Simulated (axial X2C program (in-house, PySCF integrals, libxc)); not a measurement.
# BTe⁻: cheaper levels and CCSD(T), 2c

All values were computed with an axial X2C code built on PySCF integrals. Two-component (2c) means X2C with spin–orbit coupling and atomic mean-field two-electron Coulomb and Gaunt terms. Basis: Te dyall-acv3z [12s13p9d5f1g], B dyall-av3z [8s7p3d2f] (cores contracted in-house); Gaussian nuclei, density fitting, unrestricted open shells. Masses: Te 129.906 u, B 11.009 u.

State: Ω = 0 (closed shell); fragments Te- + B.

```json
{"level": "PBE0", "Re (Å)": "2.067", "ωe (cm⁻¹)": "663.7", "De (eV)": "4.07"}
{"level": "HF", "Re (Å)": "2.081", "ωe (cm⁻¹)": "670.2", "De (eV)": "2.34"}
{"level": "MP2", "Re (Å)": "2.062", "ωe (cm⁻¹)": "681.5", "De (eV)": "4.08"}
{"level": "CCSD", "Re (Å)": "2.077", "ωe (cm⁻¹)": "664.5", "De (eV)": "3.71"}
{"level": "PBE50", "Re (Å)": "2.055", "ωe (cm⁻¹)": "687.1", "De (eV)": "n/a"}
```

Correlated methods: 10 electrons correlated (number of frozen shells: Te 4 s, 3 p, 2 d; B 1 s), 288 virtual spin orbitals or spinors in MP2, 90 natural virtuals in coupled cluster.

CCSD(T), same Hamiltonian and basis:

Re = 2.082 Å, ωe = 655.2 cm⁻¹, De = 3.94 eV; T1 = 0.028 (Lee–Taylor normalisation).

(1) Give the differences from CCSD(T) in the columns below.

One determinant describes the state; a PBE0 search over occupations chose it and may have missed a lower one. Closed shells are restricted here (equal orbitals for both partners); the stretched side of such a curve lies too high. Dissociation energies refer to the lowest single-determinant-based atoms at the same level and basis. De is not given where an atomic determinant may have missed its ground term or J level, or where the truncated virtual space spoils (T). Coupled cluster ran in a truncated set of natural virtual spinors; the MP2 energy of the rest was added. (T) has no such correction and the atoms are truncated less, which lowers De at CCSD(T) by a hundredth of an eV or more. The 2c atoms are single determinants rather than J levels; their spin–orbit lowering is only partly caught, and De is too large by that part. This holds for PBE0. The functionals have no current-density term, which raises determinants with orbital currents, atoms included. The T1 diagnostic is large, a sign of multireference character. With the outer-core shells frozen, correlated bond lengths of heavy atoms tend to come out a few hundredths of an ångström too long. Hartree–Fock gets electron affinities wrong, so its lowest charge split need not be the true one.

Results:

(1) 

```
level  ΔRe (Å)  Δωe (cm⁻¹)  ΔDe (eV)
 PBE0   -0.015           8      0.13
   HF   -0.001          15     -1.60
  MP2   -0.020          26      0.14
 CCSD   -0.005           9     -0.23
PBE50   -0.027          32       n/a
```
